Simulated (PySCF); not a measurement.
A structure optimised at B3LYP-D3(BJ)/def2-SVP, used in a PySCF frequency run:

```xyz
16

C     -0.2628    -1.1510    -1.4550
C     -0.5423    -0.2718    -0.2461
Si     0.7878     0.9720     0.1825
O      2.2741     0.2377     0.4236
C     -1.9793     0.1404     0.0184
C     -1.3284    -0.8798     0.9055
H      0.6705    -1.7227    -1.3233
H     -1.0796    -1.8728    -1.6246
H     -0.1547    -0.5482    -2.3721
H      0.3293     1.7115     1.4011
H      1.0170     1.9249    -0.9360
H      2.3084    -0.4428     1.1061
H     -2.1837     1.1335     0.4320
H     -2.7329    -0.2038    -0.6969
H     -1.6361    -1.9250     0.7999
H     -1.0849    -0.5912     1.9335
```

Write its SMILES and formula.

CC1([SiH2]O)CC1, C4H10OSi

What are its rotational constants (standard atomic weights)?

4.5208, 1.9770, 1.7403 GHz
